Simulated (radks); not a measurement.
Results of a calculation; reference values are marked as such.
Ne4+, 6 electrons, occupied as 1s1.75 2s2 2p2 3s0.25 (fractional occupations, a model configuration). Code: a radial shooting solver on a logarithmic mesh with Libxc functionals. Model: scalar-relativistic Kohn-Sham, PBEsol, spin-polarised, spherical densities, finite nucleus; open shells are filled with parallel spins first; Fermi nuclear charge, rms radius 3.0055 fm.

Local quantities along the radius. ELF = 1/(1 + alpha^2) is the electron localisation function; alpha = (tau - tau_W)/tau_unif compares the Pauli kinetic energy density with that of the uniform gas (summed over spins). tau is taken from the large components.

```
   r/bohr * ELF (the largest magnitude, 1, reaches the edge; | marks zero)
 0.007914 |                                                      *
 0.009981 |                                                      *
  0.01249 |                                                      *
  0.01575 |                                                      *
   0.0197 |                                                      *
  0.02484 |                                                      *
  0.03108 |                                                      *
   0.0392 |                                                      *
  0.04904 |                                                      *
  0.06185 |                                                      *
  0.07737 |                                                      *
  0.09758 |                                                      *
   0.1221 |                                                     *
    0.154 |                                                  *
   0.1926 |                                 *
   0.2429 |           *
   0.3039 |      *
   0.3832 |                *
   0.4794 |                                     *
   0.6046 |                                               *
   0.7564 |                                                *
    0.954 |                                            *
    1.193 |                       *
    1.505 |  *
    1.883 |  *
    2.375 |                       *
    2.971 |                                                  *
    3.747 |                                                      *
    4.687 |                                                      *
```

On this mesh the ELF has minima near r = 0.30, 1.7 bohr, which separate the shells, and maxima near 0.76 (0.89).
